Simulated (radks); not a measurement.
Values are calculated unless marked as measured or tabulated.
The mean radii <r> (bohr) of the occupied orbitals of an atom or ion are listed with their occupations. Level of theory: scalar-relativistic Kohn-Sham, revPBE, spin-polarised, spherical densities, finite nucleus; Fermi nuclear charge, rms radius of each element as measured or else 0.836 A^(1/3) + 0.57 fm (a radial shooting solver on a logarithmic mesh with Libxc functionals).

| orbital | occ. | <r> |
|---|---|---|
| 1s up | 1 | 0.02781 |
| 1s down | 1 | 0.02781 |
| 2s up | 1 | 0.1198 |
| 2s down | 1 | 0.1198 |
| 2p up | 3 | 0.1048 |
| 2p down | 3 | 0.1048 |
| 3s up | 1 | 0.3221 |
| 3s down | 1 | 0.3221 |
| 3p up | 3 | 0.3202 |
| 3p down | 3 | 0.3202 |
| 3d up | 5 | 0.2967 |
| 3d down | 5 | 0.2967 |
| 4s up | 1 | 0.7644 |
| 4s down | 1 | 0.7643 |
| 4p up | 3 | 0.8204 |
| 4p down | 3 | 0.8201 |
| 4d up | 5 | 0.9657 |
| 4d down | 5 | 0.9625 |
| 5s up | 1 | 1.923 |
| 5s down | 1 | 1.918 |
| 5p up | 1 | 2.227 |

Name the element and its charge. Open shells, if any, are filled with parallel spins first.

Answer. Z = 52, tellurium, charge +3: Te3+ in [Kr] 4d10 5s2 5p1. The 1s radius gives Z: for a bare nucleus <r> = (2 gamma + 1)/(2Z) with gamma = sqrt(1 - (Z/c)^2), 0.02741 bohr for Z = 52, and screening makes it slightly larger (0.02781 here). The occupations add up to 49, and the charge is Z minus that.
